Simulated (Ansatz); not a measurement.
Calculation: PBE-D3(BJ)/def2-SVP in Ansatz (a first-principles code). No frequencies were computed at this level.

Ansatz 0.2 input:
```yaml
crystal:
  periodic: [false, false, false]
  atoms:
    - { symbol: F, position_ang: [-0.034622, 2.998081, 1.137851] }
    - { symbol: C, position_ang: [-0.042803, 1.733458, 0.663597] }
    - { symbol: C, position_ang: [-1.230869, 1.04514, 0.58288] }
    - { symbol: C, position_ang: [-1.274112, -0.268595, 0.097589] }
    - { symbol: Si, position_ang: [-2.928911, -1.17201, -0.021558] }
    - { symbol: C, position_ang: [-0.09535, -0.869309, -0.304703] }
    - { symbol: C, position_ang: [1.118749, -0.18612, -0.230544] }
    - { symbol: C, position_ang: [2.427918, -0.626919, -0.591049] }
    - { symbol: C, position_ang: [3.370997, 0.313165, -0.378379] }
    - { symbol: S, position_ang: [2.749283, 1.79358, 0.270465] }
    - { symbol: C, position_ang: [1.143125, 1.134233, 0.261342] }
    - { symbol: H, position_ang: [-2.1355, 1.53758, 0.904224] }
    - { symbol: H, position_ang: [-2.668608, -2.611343, -0.067004] }
    - { symbol: H, position_ang: [-3.615994, -0.745552, -1.243431] }
    - { symbol: H, position_ang: [-3.736598, -0.832645, 1.150675] }
    - { symbol: H, position_ang: [-0.103002, -1.881343, -0.681366] }
    - { symbol: H, position_ang: [2.63072, -1.604895, -0.9889] }
    - { symbol: H, position_ang: [4.425576, 0.243496, -0.56169] }
basis:
  gaussian: { orbitals: def2-svp }
hamiltonian:
  xc: pbe
  dispersion: d3bj
relax:
  max_steps: 150
```

Output:

```
[...]
mean field -29803.60674982 eV, -1095.2623464456 hartree, gradient 2.1e-5 eV, S^2 0.000000; 0 other end points of the search recorded, 0 dependent functions left out
reference -29803.60678987 eV, -1095.2623479174 hartree; 47, 47 occupied and 150, 150 virtual orbitals, 2219 factors
relax step   1: F+E_penalty+E_count = -29804.24665354 eV  Δ(F+E_penalty+E_count) = +0.000e0 eV  max|allowed force component| = 9.418e-1 eV/Å  Δτ_max = 0.0000 Å  (36 SCF iters, accepted)
these checks for a lower state are left out or cut short: starts, cluster_reference, orbital_swaps, neighbouring_geometries, increment
2219 factors; their error is unknown
mean field -29803.77141219 eV, -1095.2683976763 hartree, gradient 1.2e-5 eV, S^2 0.000000; 0 other end points of the search recorded, 0 dependent functions left out
reference -29803.77145287 eV, -1095.2683991710 hartree; 47, 47 occupied and 150, 150 virtual orbitals, 2219 factors
relax step   2: F+E_penalty+E_count = -29804.40798284 eV  Δ(F+E_penalty+E_count) = -1.613e-1 eV  max|allowed force component| = 3.777e-1 eV/Å  Δτ_max = 0.0682 Å  (33 SCF iters, accepted)
these checks for a lower state are left out or cut short: starts, cluster_reference, orbital_swaps, neighbouring_geometries, increment
2219 factors; their error is unknown
mean field evaluation 32: about -29803.9479 eV, gradient 1.6e0 eV
mean field -29803.78734011 eV, -1095.2689830162 hartree, gradient 1.3e-5 eV, S^2 0.000000; 0 other end points of the search recorded, 0 dependent functions left out
reference -29803.78738098 eV, -1095.2689845182 hartree; 47, 47 occupied and 150, 150 virtual orbitals, 2219 factors
relax step   3: F+E_penalty+E_count = -29804.42296639 eV  Δ(F+E_penalty+E_count) = -1.498e-2 eV  max|allowed force component| = 9.343e-2 eV/Å  Δτ_max = 0.0189 Å  (35 SCF iters, accepted)
these checks for a lower state are left out or cut short: starts, cluster_reference, orbital_swaps, neighbouring_geometries, increment
2219 factors; their error is unknown
mean field -29803.78765732 eV, -1095.2689946736 hartree, gradient 1.3e-5 eV, S^2 0.000000; 0 other end points of the search recorded, 0 dependent functions left out
reference -29803.78769821 eV, -1095.2689961764 hartree; 47, 47 occupied and 150, 150 virtual orbitals, 2219 factors
relax step   4: F+E_penalty+E_count = -29804.42328688 eV  Δ(F+E_penalty+E_count) = -3.205e-4 eV  max|allowed force component| = 3.110e-2 eV/Å  Δτ_max = 0.0083 Å  (35 SCF iters, accepted)
these checks for a lower state are left out or cut short: starts, cluster_reference, orbital_swaps, neighbouring_geometries, increment
2219 factors; their error is unknown
mean field -29803.78776831 eV, -1095.2689987525 hartree, gradient 1.3e-5 eV, S^2 0.000000; 0 other end points of the search recorded, 0 dependent functions left out
reference -29803.78780920 eV, -1095.2690002553 hartree; 47, 47 occupied and 150, 150 virtual orbitals, 2219 factors
relax step   5: F+E_penalty+E_count = -29804.42345545 eV  Δ(F+E_penalty+E_count) = -1.686e-4 eV  max|allowed force component| = 3.413e-2 eV/Å  Δτ_max = 0.0160 Å  (35 SCF iters, accepted)
these checks for a lower state are left out or cut short: starts, cluster_reference, orbital_swaps, neighbouring_geometries, increment
2219 factors; their error is unknown
mean field -29803.78806063 eV, -1095.2690094951 hartree, gradient 1.3e-5 eV, S^2 0.000000; 0 other end points of the search recorded, 0 dependent functions left out
reference -29803.78810152 eV, -1095.2690109979 hartree; 47, 47 occupied and 150, 150 virtual orbitals, 2219 factors
relax step   6: F+E_penalty+E_count = -29804.42385288 eV  Δ(F+E_penalty+E_count) = -3.974e-4 eV  max|allowed force component| = 1.852e-2 eV/Å  Δτ_max = 0.0310 Å  (34 SCF iters, accepted)
these checks for a lower state are left out or cut short: starts, cluster_reference, orbital_swaps, neighbouring_geometries, increment
2219 factors; their error is unknown
mean field evaluation 64: about -29803.7883 eV, gradient 2.2e-3 eV
mean field -29803.78828197 eV, -1095.2690176293 hartree, gradient 1.3e-5 eV, S^2 0.000000; 0 other end points of the search recorded, 0 dependent functions left out
reference -29803.78832286 eV, -1095.2690191318 hartree; 47, 47 occupied and 150, 150 virtual orbitals, 2219 factors
relax step   7: F+E_penalty+E_count = -29804.42412049 eV  Δ(F+E_penalty+E_count) = -2.676e-4 eV  max|allowed force component| = 2.029e-2 eV/Å  Δτ_max = 0.0384 Å  (33 SCF iters, accepted)
these checks for a lower state are left out or cut short: starts, cluster_reference, orbital_swaps, neighbouring_geometries, increment
2219 factors; their error is unknown
mean field -29803.78861633 eV, -1095.2690299168 hartree, gradient 1.3e-5 eV, S^2 0.000000; 0 other end points of the search recorded, 0 dependent functions left out
reference -29803.78865722 eV, -1095.2690314194 hartree; 47, 47 occupied and 150, 150 virtual orbitals, 2219 factors
relax step   8: F+E_penalty+E_count = -29804.42443089 eV  Δ(F+E_penalty+E_count) = -3.104e-4 eV  max|allowed force component| = 3.720e-2 eV/Å  Δτ_max = 0.0609 Å  (34 SCF iters, accepted)
these checks for a lower state are left out or cut short: starts, cluster_reference, orbital_swaps, neighbouring_geometries, increment
2219 factors; their error is unknown
mean field -29803.78893186 eV, -1095.2690415121 hartree, gradient 1.3e-5 eV, S^2 0.000000; 0 other end points of the search recorded, 0 dependent functions left out
reference -29803.78897275 eV, -1095.2690430148 hartree; 47, 47 occupied and 150, 150 virtual orbitals, 2219 factors
relax step   9: F+E_penalty+E_count = -29804.42469239 eV  Δ(F+E_penalty+E_count) = -2.615e-4 eV  max|allowed force component| = 4.040e-2 eV/Å  Δτ_max = 0.0225 Å  (35 SCF iters, accepted)
these checks for a lower state are left out or cut short: starts, cluster_reference, orbital_swaps, neighbouring_geometries, increment
2219 factors; their error is unknown
mean field -29803.78946277 eV, -1095.2690610228 hartree, gradient 1.3e-5 eV, S^2 0.000000; 0 other end points of the search recorded, 0 dependent functions left out
reference -29803.78950365 eV, -1095.2690625250 hartree; 47, 47 occupied and 150, 150 virtual orbitals, 2219 factors
relax step  10: F+E_penalty+E_count = -29804.42509464 eV  Δ(F+E_penalty+E_count) = -4.022e-4 eV  max|allowed force component| = 3.937e-2 eV/Å  Δτ_max = 0.0549 Å  (33 SCF iters, accepted)
these checks for a lower state are left out or cut short: starts, cluster_reference, orbital_swaps, neighbouring_geometries, increment
2219 factors; their error is unknown
mean field -29803.78963387 eV, -1095.2690673107 hartree, gradient 1.3e-5 eV, S^2 0.000000; 0 other end points of the search recorded, 0 dependent functions left out
reference -29803.78967474 eV, -1095.2690688125 hartree; 47, 47 occupied and 150, 150 virtual orbitals, 2219 factors
relax step  11: F+E_penalty+E_count = -29804.42527047 eV  Δ(F+E_penalty+E_count) = -1.758e-4 eV  max|allowed force component| = 3.864e-2 eV/Å  Δτ_max = 0.0367 Å  (33 SCF iters, accepted)
these checks for a lower state are left out or cut short: starts, cluster_reference, orbital_swaps, neighbouring_geometries, increment
2219 factors; their error is unknown
mean field evaluation 96: about -29803.9559 eV, gradient 4.0e-3 eV
mean field -29803.78980352 eV, -1095.2690735451 hartree, gradient 1.3e-5 eV, S^2 0.000000; 0 other end points of the search recorded, 0 dependent functions left out
reference -29803.78984440 eV, -1095.2690750472 hartree; 47, 47 occupied and 150, 150 virtual orbitals, 2219 factors
relax step  12: F+E_penalty+E_count = -29804.42546656 eV  Δ(F+E_penalty+E_count) = -1.961e-4 eV  max|allowed force component| = 3.458e-2 eV/Å  Δτ_max = 0.0379 Å  (33 SCF iters, accepted)
these checks for a lower state are left out or cut short: starts, cluster_reference, orbital_swaps, neighbouring_geometries, increment
2219 factors; their error is unknown
mean field -29803.78992262 eV, -1095.2690779218 hartree, gradient 1.3e-5 eV, S^2 0.000000; 0 other end points of the search recorded, 0 dependent functions left out
reference -29803.78996353 eV, -1095.2690794253 hartree; 47, 47 occupied and 150, 150 virtual orbitals, 2219 factors
relax step  13: F+E_penalty+E_count = -29804.42561087 eV  Δ(F+E_penalty+E_count) = -1.443e-4 eV  max|allowed force component| = 4.583e-2 eV/Å  Δτ_max = 0.0516 Å  (34 SCF iters, accepted)
these checks for a lower state are left out or cut short: starts, cluster_reference, orbital_swaps, neighbouring_geometries, increment
2219 factors; their error is unknown
mean field -29803.79005656 eV, -1095.2690828442 hartree, gradient 1.3e-5 eV, S^2 0.000000; 0 other end points of the search recorded, 0 dependent functions left out
reference -29803.79009748 eV, -1095.2690843480 hartree; 47, 47 occupied and 150, 150 virtual orbitals, 2219 factors
relax step  14: F+E_penalty+E_count = -29804.42574955 eV  Δ(F+E_penalty+E_count) = -1.387e-4 eV  max|allowed force component| = 3.153e-2 eV/Å  Δτ_max = 0.0133 Å  (35 SCF iters, accepted)
these checks for a lower state are left out or cut short: starts, cluster_reference, orbital_swaps, neighbouring_geometries, increment
2219 factors; their error is unknown
mean field -29803.79017970 eV, -1095.2690873693 hartree, gradient 1.3e-5 eV, S^2 0.000000; 0 other end points of the search recorded, 0 dependent functions left out
reference -29803.79022063 eV, -1095.2690888735 hartree; 47, 47 occupied and 150, 150 virtual orbitals, 2219 factors
relax step  15: F+E_penalty+E_count = -29804.42587650 eV  Δ(F+E_penalty+E_count) = -1.269e-4 eV  max|allowed force component| = 9.178e-3 eV/Å  Δτ_max = 0.0173 Å  (34 SCF iters, accepted)
these checks for a lower state are left out or cut short: starts, cluster_reference, orbital_swaps, neighbouring_geometries, increment
2219 factors; their error is unknown
mean field evaluation 128: about -29803.7902 eV, gradient 1.3e-5 eV
mean field -29803.79023464 eV, -1095.2690893886 hartree, gradient 1.3e-5 eV, S^2 0.000000; 0 other end points of the search recorded, 0 dependent functions left out
reference -29803.79027559 eV, -1095.2690908934 hartree; 47, 47 occupied and 150, 150 virtual orbitals, 2219 factors
relax step  16: F+E_penalty+E_count = -29804.42593988 eV  Δ(F+E_penalty+E_count) = -6.338e-5 eV  max|allowed force component| = 5.942e-3 eV/Å  Δτ_max = 0.0269 Å  (33 SCF iters, accepted)
these checks for a lower state are left out or cut short: starts, cluster_reference, orbital_swaps, neighbouring_geometries, increment
2219 factors; their error is unknown
mean field -29803.79028324 eV, -1095.2690911744 hartree, gradient 1.3e-5 eV, S^2 0.000000; 0 other end points of the search recorded, 0 dependent functions left out
reference -29803.79032422 eV, -1095.2690926803 hartree; 47, 47 occupied and 150, 150 virtual orbitals, 2219 factors
relax step  17: F+E_penalty+E_count = -29804.42597742 eV  Δ(F+E_penalty+E_count) = -3.754e-5 eV  max|allowed force component| = 1.223e-2 eV/Å  Δτ_max = 0.0509 Å  (34 SCF iters, accepted)
these checks for a lower state are left out or cut short: starts, cluster_reference, orbital_swaps, neighbouring_geometries, increment
2219 factors; their error is unknown
mean field -29803.79029577 eV, -1095.2690916349 hartree, gradient 2.6e-5 eV, S^2 0.000000; 0 other end points of the search recorded, 0 dependent functions left out
reference -29803.79033675 eV, -1095.2690931408 hartree; 47, 47 occupied and 150, 150 virtual orbitals, 2219 factors
relax step  18: F+E_penalty+E_count = -29804.42599421 eV  Δ(F+E_penalty+E_count) = -1.678e-5 eV  max|allowed force component| = 4.872e-3 eV/Å  Δτ_max = 0.0031 Å  (25 SCF iters, accepted)
2219 factors; their error is unknown
mean field evaluation 160: about -29803.7903 eV, gradient 3.5e-3 eV
mean field -29803.79029577 eV, -1095.2690916349 hartree, gradient 2.5e-5 eV, S^2 0.000000; 1 other end points of the search recorded, 0 dependent functions left out
reference -29803.79033675 eV, -1095.2690931408 hartree; 47, 47 occupied and 150, 150 virtual orbitals, 2219 factors
Total energy: -29804.42603518 eV, -1095.2924546274 hartree
Atom 0 at    -0.016681     3.064041     1.007100 Å, force    -0.001765    -0.004872    -0.001656 eV/Å
Atom 1 at    -0.050925     1.784837     0.592157 Å, force     0.002523     0.004299     0.000946 eV/Å
Atom 2 at    -1.257579     1.095171     0.521934 Å, force    -0.001727    -0.004206    -0.000904 eV/Å
Atom 3 at    -1.293741    -0.258785     0.083017 Å, force    -0.002121     0.000627     0.000819 eV/Å
Atom 4 at    -2.940470    -1.176085    -0.007868 Å, force    -0.001903    -0.001690    -0.002431 eV/Å
Atom 5 at    -0.098610    -0.899705    -0.281153 Å, force    -0.000048     0.000891     0.000878 eV/Å
Atom 6 at     1.135664    -0.209028    -0.214203 Å, force    -0.001651    -0.001770    -0.002458 eV/Å
Atom 7 at     2.468558    -0.657314    -0.533236 Å, force     0.001937    -0.000146     0.002516 eV/Å
Atom 8 at     3.416326     0.315998    -0.336334 Å, force     0.000067    -0.001134    -0.003780 eV/Å
Atom 9 at     2.754408     1.826039     0.243074 Å, force    -0.000899     0.000203     0.003022 eV/Å
Atom 10 at     1.147275     1.147792     0.228702 Å, force    -0.000005     0.002982     0.000026 eV/Å
Atom 11 at    -2.173030     1.631325     0.816022 Å, force     0.002123     0.002186     0.000737 eV/Å
Atom 12 at    -2.691629    -2.583451    -0.476606 Å, force    -0.000529     0.002930     0.002135 eV/Å
Atom 13 at    -3.882935    -0.495844    -0.965954 Å, force     0.001959    -0.000961     0.003217 eV/Å
Atom 14 at    -3.610149    -1.213025     1.340797 Å, force     0.002801     0.000124    -0.004051 eV/Å
Atom 15 at    -0.107495    -1.946294    -0.622651 Å, force     0.000710     0.000247     0.000363 eV/Å
Atom 16 at     2.702133    -1.667955    -0.894574 Å, force    -0.001127     0.000298     0.000656 eV/Å
Atom 17 at     4.498879     0.242286    -0.500225 Å, force    -0.000346    -0.000008    -0.000037 eV/Å
Dipole moment:     0.245372    -0.219510    -0.103450 e Å
```

Cost: about 5 core-minutes (a rough figure).
